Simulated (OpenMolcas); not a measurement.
**Multiconfigurational calculation on Zn⁺**

Input:

```
&GATEWAY
Coord
1

Zn 0.0 0.0 0.0
Basis=ANO-RCC-VQZP
Group=XYZ
NoMove
AngMom=0.0 0.0 0.0
AMFI
&SEWARD
Relativistic=R04O02
* reference wave functions (RASSCF and RASSI steps not shown): 1 electron in 8 orbitals (4s 4p 5s 5p)
>>> COPY JOB001 $Project.JobIph
&CASPT2
Multistate=1 1
Frozen=3 6
IPEA=0.15
Imaginary=0.5
MaxIter=60
WThr=0.0 0.3 0.05
PrWF=0.5
NoMix
>>> COPY JOB002 $Project.JobIph
&CASPT2
XMultistate=3 1 2 3
Frozen=3 6
IPEA=0.15
Imaginary=0.5
MaxIter=60
WThr=0.0 0.3 0.05
PrWF=0.5
NoMix
```

Launched by
```bash
OMP_NUM_THREADS=1 MOLCAS_MEM=2252 MOLCAS_PROJECT=a pymolcas a.inp > a.log  # once for each step of the input, in one work folder
```

Output, cut to the results:

```
--- CASPT2 ---
Orbital specifications:
      -----------------------

      Symmetry species                           1   2
                                                ag  au
      Frozen orbitals                            3   6
      Inactive orbitals                          5   0
      Active orbitals                            2   6
      Secondary orbitals                        35  38
      Deleted orbitals                           0   0
      Number of basis functions                 45  50
Type of calculation                        SS-CASPT2
      Fock operator                              state-specific
      IPEA shift                                 0.15
      Real shift                                 0.00
      Imaginary shift                            0.50
      The input orbitals will be transformed to quasi-canonical
Reference energy:       -1794.0266393742
      E2 (Non-variational):      -0.5065932161
      Shift correction:          -0.0029096402
      E2 (Variational):          -0.5095028563
      Total energy:           -1794.5361422304
      Residual norm:              0.0000003246
      Reference weight:           0.94295
      Contributions to the CASPT2 correlation energy
      Active & Virtual Only:         -0.0000000000
      One Inactive Excited:          -0.0328636426
      Two Inactive Excited:          -0.4737295734
::    CASPT2 Root  1     Total energy:  -1794.53614223
--- CASPT2 ---
Orbital specifications:
      -----------------------

      Symmetry species                           1   2
                                                ag  au
      Frozen orbitals                            3   6
      Inactive orbitals                          5   0
      Active orbitals                            2   6
      Secondary orbitals                        35  38
      Deleted orbitals                           0   0
      Number of basis functions                 45  50
Type of calculation                        XMS-CASPT2
      Fock operator                              state-average
      IPEA shift                                 0.15
      Real shift                                 0.00
      Imaginary shift                            0.50
      The input orbitals will be transformed to quasi-canonical
      The input states will be rotated to diagonalize the Fock operator
Reference energy:       -1793.8181538421
      E2 (Non-variational):      -0.4900887470
      Shift correction:          -0.0027947239
      E2 (Variational):          -0.4928834710
      Total energy:           -1794.3110373131
      Residual norm:              0.0000002987
      Reference weight:           0.94608
      Contributions to the CASPT2 correlation energy
      Active & Virtual Only:         -0.0000000000
      One Inactive Excited:          -0.0195447107
      Two Inactive Excited:          -0.4705440363
Reference energy:       -1793.8181538421
      E2 (Non-variational):      -0.4900887462
      Shift correction:          -0.0027947236
      E2 (Variational):          -0.4928834699
      Total energy:           -1794.3110373120
      Residual norm:              0.0000002987
      Reference weight:           0.94608
      Contributions to the CASPT2 correlation energy
      Active & Virtual Only:         -0.0000000000
      One Inactive Excited:          -0.0195447099
      Two Inactive Excited:          -0.4705440363
::    XMS-CASPT2 Root  1     Total energy:  -1794.31103731
::    XMS-CASPT2 Root  2     Total energy:  -1794.31103731
::    XMS-CASPT2 Root  3     Total energy:  -1794.31103731
```

In XMS-CASPT2 the single-state energies belong to rotated reference states; over a whole degenerate manifold the rotation is arbitrary, and only the multistate roots count.

Levels above the lowest, from the spin-orbit matrix with the multistate effective Hamiltonian, averaged by term, added to it:

```
Configuration  Term    J  E (cm-1)  Measured (cm-1)      g  Term weight %
           4s    2S  1/2       0.0              0.0  2.002            100
           4p   2P*  1/2     48944            48481  0.666            100
           4p   2P*  3/2     49635            49355  1.334            100
```

Against the 2 measured excited levels shown (NIST Handbook of Basic Atomic Spectroscopic Data) the mean absolute deviation is 370 cm-1; the largest miss in energy is 4p 2P* 1/2: computed 48944, measured 48481 cm-1 (+1.0 %).

With one active electron outside closed inactive shells, the extra shells (5p 5s) add no correlation to the reference. With one active electron, CASPT2 adds the correlation within the correlated inactive shells and between them and that electron, and leaves the splitting within a term as the reference gives it. Measured partners are found by configuration, term and J. A level has none where our copy of the source lacks it or the pairing is in doubt (some pairs that miss far off the trend of their configuration count as doubtful), and it then counts in no deviation. Only configurations of the active space appear. The first state left out of the spin-orbit step lies near 130000 cm-1 above the lowest spin-free state of the reference (among the parities and spins computed), and the list stops at four fifths of that energy or lower.

The CASPT2 steps took 2.5 s on 1 thread of Intel(R) Xeon(R) 6975P-C (Granite Rapids), on a shared host; the integral step is not counted.

The term weight is that of the spin-free term in the level, not the purity of its configuration. * marks odd parity.
